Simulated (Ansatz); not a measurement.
The first iterations of a band of C3H5B (9 atoms, charge 0, multiplicity 1).

The calculation used Ansatz 0.2.0, RKS PBE-D4/def2-SVP.

* movable images: 3
* climbing image: no
* spring: 5.0 eV/Å²
* optimiser: quadratic models (default)
* start path: through a guess of the saddle point
* force threshold: 0.03 eV/Å
* iteration limit: 60
* end points: relaxed

First end point:

```xyz
9
Properties=species:S:1:pos:R:3
B -0.678 1.813 -1.456
C -0.024 0.928 -0.639
C 0.612 0.061 0.162
C 0.014 -1.160 0.789
H -1.247 2.584 -2.166
H 1.684 0.233 0.408
H 0.592 -2.065 0.499
H -1.047 -1.295 0.505
H 0.093 -1.099 1.897
```

Last end point:

```xyz
9
Properties=species:S:1:pos:R:3
B -0.668 1.969 -1.244
C -0.029 0.888 -0.692
C 0.593 -0.168 -0.150
C 0.017 -1.105 0.866
H -1.220 2.910 -1.724
H 1.638 -0.400 -0.457
H 0.643 -1.103 1.786
H 0.049 -2.150 0.486
H -1.024 -0.841 1.130
```

| iteration | highest image above the first end (eV) | largest band force component (eV/Å) |
| --- | --- | --- |
| 1 | 0.502 | 3.241 |
| 2 | 0.071 | 0.758 |

Problem. Does the band converge within its limit, and where does its top end?

Solution. The run converged. It ended after 6 iterations with the highest image 0.063 eV above the first end. No image climbed, so the highest image needn't sit at the top of the path. So few images can step over the top or miss a turn of the path.

Run time: 41 s on 1 CPU thread of a shared host.
